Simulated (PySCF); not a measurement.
Molecule: SMILES B1OCCCO1, C3H7BO2.

Bonds (- single, = double, # triple, : aromatic): B1-O2, O2-C3, C3-C4, C4-C5, C5-O6, O6-B1. B1 carries H7; C3 carries H8, H9; C4 carries H10, H11; C5 carries H12, H13.

Frames of a GFN2-xTB Langevin trajectory at 400 K; GIAO PBE0/pcSseg-1 shieldings in PySCF 2.14.0 with density-fitted response routines, gas phase, non-relativistic; equivalent atoms averaged within each frame.

Scale: 11B (σref 100.07) vs BF3·OEt2; 17O (σref 336.08) against H2O; TMS for 13C (σref 186.93), 1H (σref 31.72) (reference shieldings calculated alike). The references are static minima.

**Question.** How do the shifts (ppm) fluctuate along the trajectory?

**Answer.** 
```
         time (fs)    B1  O2/O6  C3/C5    C4  H8/H9/H12/H13    H7  H10/H11
optimised geometry  22.9  129.2   64.4  32.0           4.23  3.94     1.82
               250  21.7  129.7   60.2  30.4           3.85  3.37     1.82
               425  25.0  137.1   63.7  38.4           4.35  3.85     3.31
               625  25.2  139.6   63.5  33.6           4.41  4.42     2.13
               800  22.1  137.5   67.9  35.7           5.12  3.72     2.33
              1000  23.7  124.9   62.1  40.7           4.13  4.66     2.63
    mean of frames  23.5  133.7   63.5  35.7           4.37  4.01     2.44
standard deviation   1.6    6.2    2.9   4.0           0.47  0.53     0.57
```

5 frames give an uncertainty of the mean of about the standard deviation over 2.2 at best, since frames this close in time may not be independent; classical motion lacks zero-point vibration, and the reference would need the same averaging.
